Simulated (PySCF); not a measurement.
In(H)2(NEtMe) (C3H10InN), SMILES CC[N](C)[InH2]. Coordinates come from a PBE-D3(BJ)/def2-SVP optimisation. The def2 effective core potentials stand for the cores of In; spin–orbit coupling is left out. One conformer was computed; it need not be the lowest.

Computed equilibrium geometry at PBE-D3(BJ)/def2-SVP (PySCF confirms it by a frequency run) as Cartesian coordinates in Å (one conformer of several):
```xyz
15

In    -0.0366    -0.9727    -0.6032
H     -1.2917    -1.9182     0.1214
H      1.1364    -1.2829    -1.8372
N      0.0577     0.9481     0.1401
C      1.0210     1.9239    -0.3262
C     -0.8150     1.4129     1.2066
C     -0.1293     1.5978     2.5680
H      1.7491     2.2379     0.4606
H      0.5213     2.8581    -0.6859
H      1.6138     1.5183    -1.1712
H     -1.2870     2.3836     0.9072
H     -1.6515     0.6903     1.3228
H      0.6926     2.3408     2.5205
H     -0.8540     1.9539     3.3289
H      0.3016     0.6382     2.9212
```
